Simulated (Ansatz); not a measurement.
Cost and result for the atomization energy of `CC(C)O[SiH]` (13 atoms, 12 bonds).

```xyz
13

C    -1.165    0.542    0.751
C     0.165    0.270    0.084
C     0.974   -0.787    0.803
O    -0.080   -0.177   -1.249
Si    0.466    0.641   -2.570
H    -1.718    1.313    0.211
H    -1.771   -0.367    0.769
H    -1.016    0.881    1.779
H     0.746    1.204    0.042
H     0.426   -1.733    0.822
H     1.174   -0.481    1.832
H     1.929   -0.952    0.300
H    -0.129   -0.352   -3.575
```

Charge 0, multiplicity 1. All single points use the PBE0-D4/def2-TZVP geometry. It is one conformer, not always the lowest. Program: Ansatz. All runs use 4 threads of an Arm Neoverse V1 on a shared host. Times are those of one run each, without the atoms' runs, and a repeat can differ threefold. Electronic energies, without spin–orbit coupling; frozen cores. CCSD(T)/CBS adds CCSD(T) − MP2 in def2-TZVPP to the MP2 limit, and its time is that of the two runs behind it. T1 = 0.014; the RHF reference is unstable towards UHF. HSE06 is the plane-wave form, built on full-range PBE exchange.

CCSD(T)/CBS is a level of theory with its own doubt, some kJ/mol a heavy atom from the limit and from the frozen cores, so smaller differences don't rank the functionals.

| level | functions | wall time |
| --- | --- | --- |
| revPBE-D4/def2-TZVPP | 278 | 2.4 s |
| BLYP-D4/def2-TZVPP | 278 | 2.4 s |
| PBE0-D4/def2-TZVPP | 278 | 3.3 s |
| BHLYP-D4/def2-TZVPP | 278 | 3.4 s |
| HSE06-D4/def2-TZVPP | 278 | 3.5 s |
| r2SCANh-D4/def2-TZVPP | 278 | 5.5 s |
| CCSD(T)/def2-SVP | 114 | 6.5 s |
| PBE-QIDH/def2-TZVPP | 278 | 7.5 s |
| B97M-V/def2-TZVPP | 278 | 11 s |
| ωB97M-V/def2-TZVPP (with forces) | 278 | 13 s |
| MP2/def2-QZVPP | 538 | 34 s |
| CCSD(T)/def2-TZVPP | 278 | 3.4 min |
| CCSD(T)/CBS(def2) | – | 4 min |

Question: What atomization energy does each give, and how far from CCSD(T)/CBS? (Best estimate.)

Answer: The calculation gave: 
```
                           level  atomization (kJ/mol)  difference from CCSD(T)/CBS  per bond
            revPBE-D4/def2-TZVPP                4920.4                        -32.5      -2.7
              BLYP-D4/def2-TZVPP                4939.9                        -13.0      -1.1
              PBE0-D4/def2-TZVPP                4952.7                         -0.2       0.0
             BHLYP-D4/def2-TZVPP                4823.0                       -129.9     -10.8
             HSE06-D4/def2-TZVPP                4955.9                          3.0       0.2
           r2SCANh-D4/def2-TZVPP                4922.6                        -30.3      -2.5
                CCSD(T)/def2-SVP                4719.3                       -233.6     -19.5
             PBE-QIDH/def2-TZVPP                4916.0                        -36.9      -3.1
               B97M-V/def2-TZVPP                4962.7                          9.8       0.8
ωB97M-V/def2-TZVPP (with forces)                4970.0                         17.1       1.4
                  MP2/def2-QZVPP                4957.7                          4.8       0.4
              CCSD(T)/def2-TZVPP                4836.5                       -116.4      -9.7
               CCSD(T)/CBS(def2)                4952.9                          0.0       0.0
```

From BLYP to BHLYP (50 % exact exchange), in def2-TZVPP and without D4, the atomization energy moves by −89.0 kJ/mol: exact exchange takes away binding that semilocal exchange gives to molecules. The D4 term adds +41.9 kJ/mol with B3LYP and +22.2 kJ/mol with PBE0; it sums over pairs of atoms, weighted by their polarisabilities, and B3LYP, whose exchange is more repulsive, gets the larger term. In def2-TZVPP, CCSD(T) changes the Hartree–Fock value by +1182.8 kJ/mol (the triples alone add +65.4 kJ/mol) and MP2 by +1234.9 kJ/mol; breaking electron pairs costs correlation energy, which Hartree–Fock lacks.

B3LYP here is the variant with VWN-RPA as its local correlation; programs differ in this.
